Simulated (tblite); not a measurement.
Perfluorobutane, C₄F₁₀.
Z-matrix (Å and degrees, GFN2-xTB geometry), rows numbered from 1:
```
F 
C   1  1.3233
F   2  1.3293  1  108.23
F   2  1.3275  1  108.34  3  -117.25
C   2  1.5614  1  110.06  3   120.59
F   5  1.3436  2  108.41  1   -70.81
F   5  1.3431  2  108.36  1    45.32
C   5  1.5595  2  114.99  1   166.49
F   8  1.3436  5  109.29  2   -65.48
F   8  1.3431  5  108.22  2   178.01
C   8  1.5614  5  115.00  2    56.71
F  11  1.3293  8  110.31  5   -74.16
F  11  1.3233  8  110.05  5   166.51
F  11  1.3275  8  111.49  5    46.24
```

Computed with GFN2-xTB (tblite): harmonic, unscaled wavenumbers at the GFN2-xTB geometry, gas phase. Against measured fundamentals such values can be off by several per cent, at times by over 20. One conformer, not necessarily the lowest.

Harmonic wavenumbers (cm⁻¹): 36.2, 44.9, 68.8, 102.6, 134.0, 175.1, 176.1, 207.8, 243.4, 284.5, 290.8, 305.9, 339.0, 341.0, 391.8, 435.0, 465.1, 490.8, 528.4, 531.5, 591.4, 592.1, 659.2, 704.0, 899.9, 1007.3, 1077.2, 1099.2, 1100.3, 1118.6, 1121.5, 1137.0, 1143.1, 1151.9, 1180.3, 1196.5.

A = 1041, B = 631.9, C = 560.4 MHz; mass 237.984 u (most abundant isotopes); point group C2, symmetry number 2.

Question: What is the zero-point energy?

Answer: Half the sum of the wavenumbers: 10686 cm⁻¹ = 127.83 kJ/mol.

Question: What is S at 298.15 K and 1 bar for an ideal gas of classical rigid rotors and harmonic oscillators?

Answer: Translation 177.10, rotation 124.55, vibration 180.56: S = 482.2 J/(mol K).

Question: And Cp and H(298.15 K) − H(0)?

Answer: Cp = 202.64 J/(mol K), of which vibrations give 169.38 (their classical limit is 36 R = 299.3); H(298.15 K) − H(0) = 37.60 kJ/mol without the zero-point energy, 27.68 from vibrations.

Question: Blend soft modes into free rotors: weight 1/[1 + (100 cm⁻¹/ν̃)⁴] for the oscillator and the rest for a rotor with moment μB/(μ + B), μ = h/(8π²ν), B = 10⁻⁴⁴ kg m². What vibrational entropy results?

Answer: 163.80 J/(mol K) in place of 180.56, which changes −T·S at 298.15 K by +5.00 kJ/mol.

Question: What must be added to the electronic energy to get the Gibbs energy at 298.15 K and 1 bar?

Answer: ZPE + [H(298.15 K) − H(0)] − T·S = 127.83 + 37.60 − 143.77 = 21.66 kJ/mol.

Hindered rotation and anharmonicity are outside this model. Other conformers, if any are populated, would add a mixing term that is left out. The structure is chiral; the term R ln 2 for an equal mix with its mirror image is left out.
